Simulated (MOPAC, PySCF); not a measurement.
CH3ClOSi, SMILES `O=C[SiH2]Cl` (O–C–Si–Cl torsion 180°), neutral singlet in the gas phase. 

Cartesian coordinates (Å):
```xyz
7

O      1.9715    -0.6117    -0.2431
C      1.1400     0.2453    -0.0912
Si    -0.7099    -0.2655     0.0474
Cl    -1.8558     1.4181     0.3006
H      1.4372     1.3178    -0.0317
H     -1.1101    -0.9504    -1.2023
H     -0.8730    -1.1536     1.2203
```
Charge 0, multiplicity 1.

All levels are single points at this geometry (PBE0-D4/def2-TZVP); Pople sets use spherical d functions. Orbital energies aren't observables, and empty levels follow the basis.

B3LYP/3-21G in PySCF gives gap (eV) = 5.18.

**Question.** Estimate the gap (eV) from each of these levels: B3LYP-D3(BJ)/def2-TZVP in PySCF; PBE-D3(BJ)/def2-TZVP in PySCF; PBE0-D4/def2-TZVP in PySCF; BP86/6-31G* in PySCF; SVWN5/6-31G* in PySCF; HF/6-31G* in PySCF; PM3 in MOPAC; PM7 in MOPAC.

**Answer.** 
```json
[
 {"level": "B3LYP-D3(BJ)/def2-TZVP in PySCF", "gap (eV)": "4.94"},
 {"level": "PBE-D3(BJ)/def2-TZVP in PySCF", "gap (eV)": "2.80"},
 {"level": "PBE0-D4/def2-TZVP in PySCF", "gap (eV)": "5.40"},
 {"level": "BP86/6-31G* in PySCF", "gap (eV)": "2.94"},
 {"level": "SVWN5/6-31G* in PySCF", "gap (eV)": "2.78"},
 {"level": "HF/6-31G* in PySCF", "gap (eV)": "13.53"},
 {"level": "PM3 in MOPAC", "gap (eV)": "9.00"},
 {"level": "PM7 in MOPAC", "gap (eV)": "9.37"}
]
```
